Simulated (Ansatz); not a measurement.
`N=C[CH2][GaH][NH2]`. Total charge 0; spin multiplicity 1. Geometry: relaxed with PBE0-D4/def2-TZVP. It is one conformer, not always the lowest.

```xyz
12

N     0.129   -2.318    1.203
C    -0.614   -1.679    0.399
C    -0.900   -0.225    0.365
Ga    0.183    0.650   -1.056
N     1.174    2.078   -0.542
H     0.521   -1.689    1.908
H    -1.084   -2.268   -0.397
H    -0.677    0.254    1.322
H    -1.951   -0.045    0.113
H     0.245    0.204   -2.549
H     1.769    2.599   -1.163
H     1.205    2.439    0.396
```

**Question.** What is the dipole moment at r2SCAN/def2-TZVPP? (An estimate is asked.)

**Answer.** Ansatz gave: 3.42 D, with components (-0.37, 3.39, -0.24) D in this frame, pointing from negative to positive charge.

**Question.** And with PBE, B3LYP, ωB97M-V? (Best estimate.)

**Answer.** Computed: PBE 3.37 D, B3LYP 3.37 D, ωB97M-V 3.34 D.

**Question.** Give the Mulliken charges with r2SCAN, PBE, B3LYP in def2-TZVPP. (Estimate.)

**Answer.** The calculation gave: 
```tsv
atom	r2SCAN	PBE	B3LYP
N1	-0.33	-0.24	-0.26
C2	0.03	-0.09	-0.06
C3	-0.17	-0.17	-0.21
Ga4	0.31	0.22	0.29
N5	-0.44	-0.37	-0.39
H6	0.13	0.13	0.13
H7	0.07	0.09	0.10
H8	0.05	0.07	0.08
H9	0.07	0.08	0.09
H10	-0.04	-0.02	-0.03
H11	0.16	0.15	0.14
H12	0.16	0.15	0.14
```

B3LYP here is the variant with VWN-RPA as its local correlation; programs differ in this.
